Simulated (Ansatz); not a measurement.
Total energies of C₃H₁₀GeO₄ (`C[O][Ge]([OH])([O]C)[O]C`).

| atom | x (Å) | y (Å) | z (Å) |
| --- | --- | --- | --- |
| C1 | -1.0938 | 1.8352 | 0.5871 |
| O2 | -0.3795 | 0.7522 | 1.1492 |
| Ge3 | 0.2915 | -0.4606 | 0.0738 |
| O4 | 1.0685 | -1.5739 | 1.1903 |
| O5 | -0.9271 | -1.2255 | -0.9290 |
| C6 | -2.0192 | -1.8718 | -0.3048 |
| O7 | 1.3965 | 0.2182 | -1.1067 |
| C8 | 2.5210 | 0.9453 | -0.6520 |
| H9 | -1.4224 | 2.4740 | 1.4088 |
| H10 | -0.4709 | 2.4315 | -0.0891 |
| H11 | -1.9776 | 1.5004 | 0.0324 |
| H12 | 1.4866 | -2.3075 | 0.7326 |
| H13 | -2.6593 | -2.2704 | -1.0940 |
| H14 | -2.6106 | -1.1806 | 0.3063 |
| H15 | -1.6943 | -2.7017 | 0.3323 |
| H16 | 3.1896 | 0.3270 | -0.0430 |
| H17 | 3.0694 | 1.2859 | -1.5322 |
| H18 | 2.2317 | 1.8223 | -0.0620 |

Total charge 0; spin multiplicity 1. Correlated methods include outer-core shells of Ge, which these sets cover unevenly. Scalar relativity is left out up to krypton. The structure was optimised at the PBE0-D4/def2-TZVP level. It is one conformer, not always the lowest. Basis def2-TZVPP, Ansatz 0.2.0.

RPA on PBE orbitals: Hartree–Fock energy of these orbitals -2494.39226 Eh, correlation -2.70126 Eh (frozen core).

```csv
functional,energy without D4 (Eh),D4 term (kJ/mol)
LDA (SPW92),-2492.05426,–
BLYP,-2498.42339,-86.0
r2SCAN,-2498.26116,-11.0
r2SCANh,-2498.22948,-11.6
HSE06 (plane-wave form),-2497.73671,-32.3
BHLYP,-2498.24479,-48.1
LC-ωPBE,-2497.97119,–
ωB97X-V,-2498.16828,–
ωB97M-V,-2498.22042,–
B2PLYP,-2497.82044,–
```

Give the same for PBE, revPBE, B97M-V, PBE0, B3LYP, r2SCAN0, CAM-B3LYP, PBE-QIDH. (Best estimate.)

The calculation gave: 
```csv
functional,energy without D4 (Eh),D4 term (kJ/mol)
PBE,-2497.68400,-40.3
revPBE,-2498.17920,-118.5
B97M-V,-2498.01012,–
PBE0,-2497.75647,-34.6
B3LYP,-2498.53957,-63.7
r2SCAN0,-2498.18452,-12.8
CAM-B3LYP,-2498.45129,-35.1
PBE-QIDH,-2497.38335,–
```

B3LYP takes the VWN-RPA correlation (the form of Gaussian; ORCA's B3LYP/G). HSE06 is the plane-wave form, built on full-range PBE exchange. The double hybrids freeze the cores in their second-order part.

LC-ωPBE has ω = 0.4 bohr⁻¹.
